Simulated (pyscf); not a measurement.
Structures and frequencies: ωB97X-D3(BJ)/def2-SVP in PySCF.

SMILES: N[Si]([SiH3])([SiH3])[SiH2]Cl
```xyz
16

N      1.1438    -1.3940    -1.5882
Si     0.2730    -0.1605    -0.7063
Si    -0.6026     1.6342    -1.9384
Si    -1.4814    -1.1320     0.4799
Si     1.6360     0.8373     0.8872
Cl     0.4419     2.4186     1.5404
H      1.9610    -1.1237    -2.1276
H      0.6104    -2.0935    -2.0958
H     -1.1968     1.1152    -3.2101
H     -1.6699     2.3395    -1.1722
H      0.4690     2.6131    -2.2959
H     -2.2038    -0.0607     1.2246
H     -0.9687    -2.1468     1.4477
H     -2.4363    -1.8039    -0.4535
H      1.9615    -0.0145     2.0643
H      2.9024     1.4065     0.3449
```
Charge 0, spin multiplicity 1.

Task: What is the homolytic dissociation enthalpy (298 K, ωB97M-D3(BJ)/def2-TZVP) of the Si–Si bond of H₂N–Si(SiH₃)(SiH₃)–SiH₂–Cl, to H₂N–Si•(SiH₃)–SiH₃ + •H₂Si–Cl?

Result: Si–Si to H₂N–Si•(SiH₃)–SiH₃ + •H₂Si–Cl: 293.6 kJ/mol. The 7 functionals that were run give +261.2 (PBE) to +312.0 kJ/mol (ωB97X-D3(BJ)). Other isomers of H₂N–Si•(SiH₃)–SiH₃ were not searched in full and may lie lower.
